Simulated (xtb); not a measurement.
C₃H₇BO₂, SMILES C[C@@H]1COB1O. All values are semi-empirical tight-binding results from xtb (GFN2-xTB unless named), good for trends rather than for accurate numbers. Geometry optimised at GFN2-xTB. The structure was generated by enumeration; whether it is a known compound was not checked. Other conformers were not sampled.

Computed properties:
- orbital gap: 6.28 eV
- dipole moment: 2.99 D
- zero-point energy: 65.2 kcal/mol
- G − E(el) at 298.15 K (modified RRHO): 46.5 kcal/mol
- static polarisability (D4 model): 54.9 bohr³
- solvation energy, GFN2-xTB/ALPB(water): -6.0 kcal/mol
- solvation energy, GFN2-xTB/ALPB(chcl3): -6.2 kcal/mol

Task: Give the IR lines (harmonic; lines under 4 % of the strongest left out, lines within 3 cm⁻¹ merged). (An estimate is asked for; the answer gives what the named calculation found.)

Result: ν (cm⁻¹): 506 (m), 569 (w), 902 (m), 912 (m), 1034 (m), 1113 (w), 1132 (m), 1163 (w), 1256 (w), 1307 (w), 1390 (vs), 2964 (m), 3011 (w), 3026 (w), 3034 (w), 3642 (w) (against the strongest line: vs over 80 %, s over 45 %, m over 15 %, w over 4 %, vw less)
